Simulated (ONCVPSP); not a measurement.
## technetium, ONCV: configuration errors across variants

```
Element                 : technetium (Tc)
Generator               : ONCVPSP 4.0.1
Type                    : optimised norm-conserving Vanderbilt (ONCV)
Functional              : PBE
Relativity              : scalar-relativistic
Frozen core             : [Ar] 3d10
Valence charge          : 15
Reference configuration : 4s2 4p6 4d5 5s2
Partial waves           : 4s+5s: rc 1.95 bohr, ncon 4, nbas 8, qcut 6 1/bohr, 2 projectors; 4p: rc 1.35 bohr, ncon 4, nbas 7, qcut 5.6 1/bohr, 3 projectors, debl 2 Ha; 4d: rc 2.45 bohr, ncon 4, nbas 9, qcut 7 1/bohr, 2 projectors, debl 1.8 Ha
Local potential         : polynomial inside 1.05 bohr (lpopt 5, dvloc0 0 Ha)
Core correction         : Teter function, fcfact 3, rcfact 1.05
```

All-electron excitation energies from the reference (eV): (1) 4s2 4p6 4d5 5s1 8.154; (2) 4s2 4p6 4d5 5s0 23.005; (3) 4s2 4p6 4d4 5s0 51.711; (4) 4s2 4p6 4d4 5s2 5p1 6.606.

Errors AE − PS in meV (a dash: test not solved or not reliable):

| change | (1) | (2) | (3) | (4) | bound ghosts | GHOST(+) flags above zero |
| --- | --- | --- | --- | --- | --- | --- |
| base | -2.2 | -11 | -2.9 | +19 | none | s |
| all radii but the core radius scaled by about 1.31 (s 2.56, p 1.78, d 3.22 bohr); local potential polynomial inside 1.38 bohr (lpopt 5, dvloc0 0 Ha) | -4.1 | -32 | +22 | +83 | none | d |
| p: nproj 1 | -2.2 | -11 | -1.3 | +96 | none | s |
| d: debl 0.95 | -2.2 | -11 | -2.5 | +19 | none | s |

Give the same row for: p: rc 1.48.

-2.2, -11, -2.6, +19; bound ghosts: none; GHOST(+) flags above zero: s.
